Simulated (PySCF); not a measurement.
PySCF job for BH3N, SMILES [NH2+]=B, charge +1, TDA-PBE0/def2-TZVPD. Geometry optimised at TPSSh-D3(BJ)/def2-TZVP. The isomer is the one that the SMILES or the coordinates give; other isomers of the formula were not compared.

```python
import numpy as np
from pyscf import gto, scf, dft, tdscf

mol = gto.M(
    atom='''
    B     0.00000000    0.00000000    0.78610112
    N     0.00000000    0.00000000   -0.52890061
    H     0.00000000   -0.00000000    1.95625494
    H     0.00000000    0.85290596   -1.09222816
    H     0.00000000   -0.85290597   -1.09222815
    ''',
    basis='def2-TZVPD',
    charge=1,
    spin=0,
    symmetry=True,
    max_memory=1600,
    verbose=4,
)
mf = dft.RKS(mol, xc='pbe0').density_fit(auxbasis='def2-universal-jkfit')
mf.grids.level = 3
mf.conv_tol = 1e-9
mf.max_cycle = 100
mf.kernel()
mf.grids = dft.Grids(mol).set(level=1).build(with_non0tab=True)  # coarser grid for the response kernel
td = tdscf.TDA(mf)
td.singlet = True
td.nstates = 10
td.conv_tol = 1e-4
td.kernel(x0=td.get_init_guess(mf, 15))
td.analyze()
tt = tdscf.TDA(mf)
tt.singlet = False
tt.nstates = 4
tt.conv_tol = 1e-4
tt.kernel(x0=tt.get_init_guess(mf, 9))
tt.analyze(verbose=3)
```

It prints:

```
PySCF version 2.14.0

[INPUT] verbose = 4
[INPUT] num. atoms = 5
[INPUT] num. electrons = 14
[INPUT] charge = 1
[INPUT] spin (= nelec alpha-beta = 2S) = 0
[INPUT] symmetry True subgroup None
[INPUT] Mole.unit = angstrom
[INPUT] Symbol           X                Y                Z      unit          X                Y                Z       unit  Magmom
[INPUT]  1 B      0.000000000000   0.000000000000   0.786101120000 AA    0.000000000000   0.000000000000   1.485515823014 Bohr   0.0
[INPUT]  2 N      0.000000000000   0.000000000000  -0.528900610000 AA    0.000000000000   0.000000000000  -0.999477300015 Bohr   0.0
[INPUT]  3 H      0.000000000000   0.000000000000   1.956254940000 AA    0.000000000000   0.000000000000   3.696786066427 Bohr   0.0
[INPUT]  4 H      0.000000000000   0.852905960000  -1.092228160000 AA    0.000000000000   1.611758674409  -2.064012087938 Bohr   0.0
[INPUT]  5 H      0.000000000000  -0.852905970000  -1.092228150000 AA    0.000000000000  -1.611758693307  -2.064012069040 Bohr   0.0

nuclear repulsion = 28.2939515560536
point group symmetry = C2v
symmetry origin: [ 0.00000000e+00 -1.25981742e-09 -5.03926965e-09]
symmetry axis x: [1. 0. 0.]
symmetry axis y: [ 0.00000000e+00  1.00000000e+00 -2.44059734e-10]
symmetry axis z: [0.00000000e+00 2.44059734e-10 1.00000000e+00]
num. orbitals of irrep A1 = 46
num. orbitals of irrep A2 = 10
num. orbitals of irrep B1 = 20
num. orbitals of irrep B2 = 25
number of shells = 41
number of NR pGTOs = 137
number of NR cGTOs = 101
basis = def2-TZVPD
ecp = {}


[settings echo left out]
init E= -81.3800097836875
HOMO (B1) = -0.369664112548397  LUMO (B2) = -0.097426599258069  gap/eV = 7.40796
cycle= 1 E= -81.0142474525917  delta_E= 0.366  |g|= 0.272  |ddm|= 1.61
HOMO (B1) = -0.598922387124139  LUMO (B2) = -0.348328441238605  gap/eV = 6.81901
cycle= 2 E= -81.007200625129  delta_E= 0.00705  |g|= 0.341  |ddm|= 0.553
HOMO (B1) = -0.634865212028802  LUMO (B2) = -0.330676341504674  gap/eV = 8.27740
cycle= 3 E= -81.0320089046979  delta_E= -0.0248  |g|= 0.0519  |ddm|= 0.202
HOMO (B1) = -0.622235913781814  LUMO (B2) = -0.323073677944646  gap/eV = 8.14062
cycle= 4 E= -81.0325897384176  delta_E= -0.000581  |g|= 0.00335  |ddm|= 0.0459
HOMO (B1) = -0.622619263604454  LUMO (B2) = -0.323699835758406  gap/eV = 8.13401
cycle= 5 E= -81.0325924221468  delta_E= -2.68e-06  |g|= 0.00126  |ddm|= 0.00549
HOMO (B1) = -0.622423416100925  LUMO (B2) = -0.323381123947707  gap/eV = 8.13736
cycle= 6 E= -81.0325928705336  delta_E= -4.48e-07  |g|= 0.000284  |ddm|= 0.00153
HOMO (B1) = -0.622491219176826  LUMO (B2) = -0.323425611363824  gap/eV = 8.13799
cycle= 7 E= -81.0325928885508  delta_E= -1.8e-08  |g|= 1.48e-05  |ddm|= 0.000234
HOMO (B1) = -0.622491865725153  LUMO (B2) = -0.32342365498899  gap/eV = 8.13806
cycle= 8 E= -81.0325928886483  delta_E= -9.75e-11  |g|= 2.25e-06  |ddm|= 2.33e-05
HOMO (B1) = -0.622492099525151  LUMO (B2) = -0.32342321491061  gap/eV = 8.13808
Extra cycle  E= -81.0325928886491  delta_E= -7.96e-13  |g|= 2.44e-06  |ddm|= 3.24e-06
converged SCF energy = -81.0325928886491
tot grids = 17720


******** <class 'pyscf.tdscf.rks.TDA'> for <class 'pyscf.df.df_jk.DFSymAdaptedRKS'> ********
nstates = 10 singlet
deg_eia_thresh = 1.000e-03
wfnsym = None
conv_tol = 0.0001
eigh lindep = 1e-12
eigh level_shift = 0
eigh max_cycle = 100


Excitation energies (eV)
[ 5.85191193  9.30862571  9.33755445  9.92380087 11.10329199 11.77325692
 12.08823712 12.46850331 12.60669415 12.65184906]

** Singlet excitation energies and oscillator strengths **
Excited State   1:   A2      5.85191 eV    211.87 nm  f=0.0000
       7 -> 8        -0.70623
Excited State   2:   A1      9.30863 eV    133.19 nm  f=0.1875
       5 -> 8         0.26014
       7 -> 9        -0.64322
Excited State   3:   B2      9.33755 eV    132.78 nm  f=0.0500
       4 -> 8         0.10191
       6 -> 8        -0.69739
Excited State   4:   B1      9.92380 eV    124.94 nm  f=0.0513
       6 -> 9        -0.11840
       7 -> 10        0.69552
Excited State   5:   B1     11.10329 eV    111.66 nm  f=0.0871
       4 -> 9        -0.13707
       6 -> 9         0.66449
       7 -> 10        0.11623
       7 -> 11       -0.12377
Excited State   6:   A2     11.77326 eV    105.31 nm  f=0.0000
       7 -> 12        0.70048
Excited State   7:   B1     12.08824 eV    102.57 nm  f=0.0117
       4 -> 9        -0.14068
       6 -> 9         0.11624
       7 -> 11        0.58871
       7 -> 13       -0.33745
Excited State   8:   A1     12.46850 eV     99.44 nm  f=0.3559
       5 -> 8         0.62832
       6 -> 10        0.12399
       7 -> 9         0.22371
       7 -> 18        0.11203
Excited State   9:   B2     12.60669 eV     98.35 nm  f=0.0972
       4 -> 8        -0.67030
       7 -> 16        0.16080
Excited State  10:   B1     12.65185 eV     98.00 nm  f=0.0247
       7 -> 11       -0.35589
       7 -> 13       -0.60513

** Transition electric dipole moments (AU) **
state          X           Y           Z        Dip. S.      Osc.
  1         0.0000      0.0000     -0.0000      0.0000      0.0000
  2         0.0000     -0.0000     -0.9068      0.8222      0.1875
  3        -0.0000     -0.4676     -0.0000      0.2187      0.0500
  4         0.4593     -0.0000     -0.0000      0.2109      0.0513
  5         0.5659     -0.0000     -0.0000      0.3202      0.0871
  6        -0.0000      0.0000      0.0000      0.0000      0.0000
  7         0.1990     -0.0000     -0.0000      0.0396      0.0117
  8        -0.0000      0.0000      1.0794      1.1652      0.3559
  9        -0.0000     -0.5609      0.0000      0.3146      0.0972
 10         0.2822      0.0000     -0.0000      0.0796      0.0247

** Transition velocity dipole moments (imaginary part, AU) **
state          X           Y           Z        Dip. S.      Osc.
  1        -0.0000     -0.0000     -0.0000      0.0000      0.0000
  2         0.0000     -0.0000     -0.1577      0.0249      0.0485
  3        -0.0000     -0.1051      0.0000      0.0110      0.0214
  4         0.1881     -0.0000     -0.0000      0.0354      0.0647
  5         0.1684     -0.0000     -0.0000      0.0284      0.0463
  6        -0.0000      0.0000      0.0000      0.0000      0.0000
  7         0.0434     -0.0000     -0.0000      0.0019      0.0028
  8        -0.0000      0.0000      0.2829      0.0800      0.1164
  9         0.0000     -0.0916     -0.0000      0.0084      0.0121
 10         0.1111      0.0000     -0.0000      0.0123      0.0177

** Transition magnetic dipole moments (imaginary part, AU) **
state          X           Y           Z
  1        -0.0000     -0.0000      0.4525
  2        -0.0000      0.0000      0.0000
  3        -1.4652      0.0000     -0.0000
  4         0.0000      0.4009     -0.0000
  5        -0.0000     -1.6630     -0.0000
  6        -0.0000     -0.0000     -0.1313
  7         0.0000     -0.4547      0.0000
  8         0.0000      0.0000      0.0000
  9        -0.1527      0.0000     -0.0000
 10         0.0000     -0.0798      0.0000


******** <class 'pyscf.tdscf.rks.TDA'> for <class 'pyscf.df.df_jk.DFSymAdaptedRKS'> ********
nstates = 4 triplet
deg_eia_thresh = 1.000e-03
wfnsym = None
conv_tol = 0.0001
eigh lindep = 1e-12
eigh level_shift = 0
eigh max_cycle = 100


Excitation energies (eV)
[5.49592679 6.31710275 7.62139355 9.23974954]

** Triplet excitation energies and oscillator strengths **
Excited State   1:   A2      5.49593 eV    225.59 nm  f=0.0000
Excited State   2:   A1      6.31710 eV    196.27 nm  f=0.0000
Excited State   3:   B2      7.62139 eV    162.68 nm  f=0.0000
Excited State   4:   B1      9.23975 eV    134.19 nm  f=0.0000
```

The run converged.

Cost: very roughly 18 core-seconds.
